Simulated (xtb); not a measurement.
xtb job for CH12N2Si3, SMILES N[SiH2]C(N)([SiH3])[SiH3], GFN2-xTB. 

```
$ xtb mol.xyz --gfn 2 --sp --chrg 0 --uhf 0 --json
$ cat mol.xyz
18

N      2.60556585     0.05485161    -0.19008561
Si     1.22317825     0.99907839     0.22444258
C     -0.29192644    -0.16757945     0.19566111
N     -0.20549818    -1.19384710     1.26373146
Si    -1.89784761     0.79388686     0.56246202
Si    -0.45695739    -1.13092636    -1.44339864
H      3.49614872     0.51663432    -0.26759305
H      2.73324532    -0.85676234     0.21734434
H      1.29649411     1.57910382     1.58255867
H      1.16675540     2.06116254    -0.77491793
H      0.59803531    -1.79710414     1.12057175
H     -0.09969457    -0.75603063     2.17381869
H     -2.12200393     1.81299018    -0.46449811
H     -1.77006723     1.46397256     1.86467380
H     -3.02907181    -0.12884907     0.63646329
H      0.74159442    -1.95285633    -1.65902703
H     -1.60596745    -2.03576373    -1.36859293
H     -0.61160869    -0.19659667    -2.55937254
```

Output:

```
[banner left out]
          |                Calculation Setup                |
           -------------------------------------------------



           -------------------------------------------------
          |                 G F N 2 - x T B                 |
           -------------------------------------------------

        Reference                      10.1021/acs.jctc.8b01176
      * Hamiltonian:
        H0-scaling (s, p, d)           1.850000    2.230000    2.230000
        zeta-weighting                 0.500000
      * Dispersion:
        s8                             2.700000
        a1                             0.520000
        a2                             5.000000
        s9                             5.000000
      * Repulsion:
        kExp                           1.500000    1.000000
        rExp                           1.000000
      * Coulomb:
        alpha                          2.000000
        third order                    shell-resolved
        anisotropic                    true
        a3                             3.000000
        a5                             4.000000
        cn-shift                       1.200000
        cn-exp                         4.000000
        max-rad                        5.000000


          ...................................................
          :                      SETUP                      :
          :.................................................:
          :  # basis functions                  54          :
          :  # atomic orbitals                  51          :
          :  # shells                           27          :
          :  # electrons                        38          :
          :  max. iterations                   250          :
          :  Hamiltonian                  GFN2-xTB          :
          :  restarted?                      false          :
          :  GBSA solvation                  false          :
          :  PC potential                    false          :
          :  electronic temp.          300.0000000     K    :
          :  accuracy                    1.0000000          :
          :  -> integral cutoff          0.2500000E+02      :
          :  -> integral neglect         0.1000000E-07      :
          :  -> SCF convergence          0.1000000E-05 Eh   :
          :  -> wf. convergence          0.1000000E-03 e    :
          :  Broyden damping             0.4000000          :
          :  net charge                          0          :
          :  unpaired electrons                  0          :
          ...................................................

 iter      E             dE          RMSdq      gap      omega  full diag
   1    -19.2732506 -0.192733E+02  0.648E+00    4.42       0.0  T
   2    -19.4519011 -0.178650E+00  0.274E+00    3.69       1.0  T
   3    -19.4569262 -0.502513E-02  0.328E+00    4.37       1.0  T
   4    -19.4713667 -0.144405E-01  0.221E+00    4.30       1.0  T
   5    -19.4756439 -0.427714E-02  0.711E-01    4.18       1.0  T
   6    -19.4764848 -0.840965E-03  0.160E-01    4.15       1.0  T
   7    -19.4765669 -0.820304E-04  0.922E-02    4.14       1.0  T
   8    -19.4765813 -0.144215E-04  0.410E-02    4.14       1.0  T
   9    -19.4765818 -0.480226E-06  0.135E-02    4.14       1.7  T
  10    -19.4765820 -0.253044E-06  0.456E-03    4.14       5.2  T
  11    -19.4765821 -0.606608E-07  0.177E-03    4.14      13.3  T
  12    -19.4765821 -0.812561E-08  0.478E-04    4.14      49.3  T
  13    -19.4765821 -0.199940E-09  0.305E-04    4.14      77.3  T

   *** convergence criteria satisfied after 13 iterations ***

         #    Occupation            Energy/Eh            Energy/eV
      -------------------------------------------------------------
         1        2.0000           -0.7479640             -20.3531
       ...           ...                  ...                  ...
        13        2.0000           -0.4185860             -11.3903
        14        2.0000           -0.4169940             -11.3470
        15        2.0000           -0.4151305             -11.2963
        16        2.0000           -0.4055950             -11.0368
        17        2.0000           -0.3884048             -10.5690
        18        2.0000           -0.3690498             -10.0424
        19        2.0000           -0.3369133              -9.1679 (HOMO)
        20                         -0.1846857              -5.0256 (LUMO)
        21                         -0.1731305              -4.7111
        22                         -0.1696499              -4.6164
        23                         -0.1584000              -4.3103
        24                         -0.1525687              -4.1516
       ...                                ...                  ...
        51                          0.9057582              24.6469
      -------------------------------------------------------------
                  HL-Gap            0.1522275 Eh            4.1423 eV
             Fermi-level           -0.2607995 Eh           -7.0967 eV

 SCC (total)                   0 d,  0 h,  0 min,  0.019 sec
 SCC setup                      ...        0 min,  0.000 sec (  0.620%)
 Dispersion                     ...        0 min,  0.000 sec (  0.481%)
 classical contributions        ...        0 min,  0.000 sec (  0.297%)
 integral evaluation            ...        0 min,  0.003 sec ( 15.327%)
 iterations                     ...        0 min,  0.010 sec ( 50.000%)
 molecular gradient             ...        0 min,  0.006 sec ( 32.504%)
 printout                       ...        0 min,  0.000 sec (  0.683%)

         :::::::::::::::::::::::::::::::::::::::::::::::::::::
         ::                     SUMMARY                     ::
         :::::::::::::::::::::::::::::::::::::::::::::::::::::
         :: total energy             -19.270874235090 Eh    ::
         :: gradient norm              0.000179407712 Eh/a0 ::
         :: HOMO-LUMO gap              4.142321909412 eV    ::
         ::.................................................::
         :: SCC energy               -19.476504511465 Eh    ::
         :: -> isotropic ES            0.056813294363 Eh    ::
         :: -> anisotropic ES          0.011041238157 Eh    ::
         :: -> anisotropic XC          0.009703837251 Eh    ::
         :: -> dispersion             -0.016547642926 Eh    ::
         :: repulsion energy           0.205630276375 Eh    ::
         :: add. restraining           0.000000000000 Eh    ::
         :: total charge               0.000000000000 e     ::
         :::::::::::::::::::::::::::::::::::::::::::::::::::::

           -------------------------------------------------
          |                Property Printout                |
           -------------------------------------------------

    * Orbital Energies and Occupations

         #    Occupation            Energy/Eh            Energy/eV
      -------------------------------------------------------------
         1        2.0000           -0.7479640             -20.3531
       ...           ...                  ...                  ...
         7        2.0000           -0.5165969             -14.0573
         8        2.0000           -0.4993260             -13.5874
         9        2.0000           -0.4603902             -12.5279
        10        2.0000           -0.4416246             -12.0172
        11        2.0000           -0.4296774             -11.6921
        12        2.0000           -0.4236315             -11.5276
        13        2.0000           -0.4185860             -11.3903
        14        2.0000           -0.4169940             -11.3470
        15        2.0000           -0.4151305             -11.2963
        16        2.0000           -0.4055950             -11.0368
        17        2.0000           -0.3884048             -10.5690
        18        2.0000           -0.3690498             -10.0424
        19        2.0000           -0.3369133              -9.1679 (HOMO)
        20                         -0.1846857              -5.0256 (LUMO)
        21                         -0.1731305              -4.7111
        22                         -0.1696499              -4.6164
        23                         -0.1584000              -4.3103
        24                         -0.1525687              -4.1516
        25                         -0.1444256              -3.9300
        26                         -0.1415742              -3.8524
        27                         -0.1394508              -3.7946
        28                         -0.1224881              -3.3331
        29                         -0.0803390              -2.1861
        30                         -0.0657165              -1.7882
       ...                                ...                  ...
        51                          0.9057582              24.6469
      -------------------------------------------------------------
                  HL-Gap            0.1522275 Eh            4.1423 eV
             Fermi-level           -0.2607995 Eh           -7.0967 eV

     #   Z          covCN         q      C6AA      α(0)
     1   7 N        2.541    -0.419    30.929     8.259
     2  14 Si       3.671     0.477    97.926    18.963
     3   6 C        3.525    -0.231    26.674     7.603
     4   7 N        2.707    -0.360    29.268     8.035
     5  14 Si       3.825     0.453    97.965    18.934
     6  14 Si       3.800     0.456    97.934    18.933
     7   1 H        0.861     0.146     1.430     1.873
     8   1 H        0.861     0.149     1.409     1.859
     9   1 H        0.914    -0.120     6.309     3.929
    10   1 H        0.919    -0.115     6.121     3.869
    11   1 H        0.860     0.119     1.635     2.003
    12   1 H        0.860     0.121     1.616     1.991
    13   1 H        0.918    -0.124     6.481     3.982
    14   1 H        0.916    -0.117     6.213     3.898
    15   1 H        0.919    -0.100     5.565     3.690
    16   1 H        0.917    -0.110     5.918     3.805
    17   1 H        0.918    -0.106     5.783     3.761
    18   1 H        0.918    -0.119     6.273     3.917

 Mol. C6AA /au·bohr⁶  :       4892.636666
 Mol. C8AA /au·bohr⁸  :     170522.768850
 Mol. α(0) /au        :        119.305465


Wiberg/Mayer (AO) data.
largest (>0.10) Wiberg bond orders for each atom

 ---------------------------------------------------------------------------
     #   Z sym  total        # sym  WBO       # sym  WBO       # sym  WBO
 ---------------------------------------------------------------------------
     1   7 N    3.183 --     2 Si   1.135     7 H    0.972     8 H    0.967
     2  14 Si   3.795 --     1 N    1.135    10 H    0.880     9 H    0.872
                             3 C    0.864
     3   6 C    3.920 --     4 N    1.024     5 Si   0.894     6 Si   0.892
                             2 Si   0.864
     4   7 N    3.039 --     3 C    1.024    11 H    0.973    12 H    0.972
     5  14 Si   3.609 --    15 H    0.895     3 C    0.894    13 H    0.893
                            14 H    0.891
     6  14 Si   3.611 --    17 H    0.893    18 H    0.893     3 C    0.892
                            16 H    0.891
     7   1 H    0.978 --     1 N    0.972
     8   1 H    0.978 --     1 N    0.967
     9   1 H    0.985 --     2 Si   0.872
    10   1 H    0.987 --     2 Si   0.880
    11   1 H    0.986 --     4 N    0.973
    12   1 H    0.985 --     4 N    0.972
    13   1 H    0.985 --     5 Si   0.893
    14   1 H    0.986 --     5 Si   0.891
    15   1 H    0.989 --     5 Si   0.895
    16   1 H    0.988 --     6 Si   0.891
    17   1 H    0.988 --     6 Si   0.893
    18   1 H    0.986 --     6 Si   0.893
 ---------------------------------------------------------------------------

Topologies differ in total number of bonds
Note: The following floating-point exceptions are signalling: IEEE_UNDERFLOW_FLAG IEEE_DENORMAL
normal termination of xtb
Writing topology from bond orders to xtbtopo.mol

molecular dipole:
                 x           y           z       tot (Debye)
 q only:        0.354       0.100      -0.039
   full:        0.916       0.042       0.364       2.508
molecular quadrupole (traceless):
                xx          xy          yy          xz          yz          zz
 q only:        2.847      -1.121      -1.476       1.604       0.474      -1.371
  q+dip:        3.088      -1.940      -2.260       3.723      -1.399      -0.828
   full:        4.222      -2.266      -2.525       3.949      -1.261      -1.697


           -------------------------------------------------
          | TOTAL ENERGY              -19.270874235090 Eh   |
          | GRADIENT NORM               0.000179407712 Eh/α |
          | HOMO-LUMO GAP               4.142321909412 eV   |
           -------------------------------------------------

------------------------------------------------------------------------
------------------------------------------------------------------------
 total:
 SCF:
```

The run converged.

Cost: about 0.05 core-seconds (a rough figure).
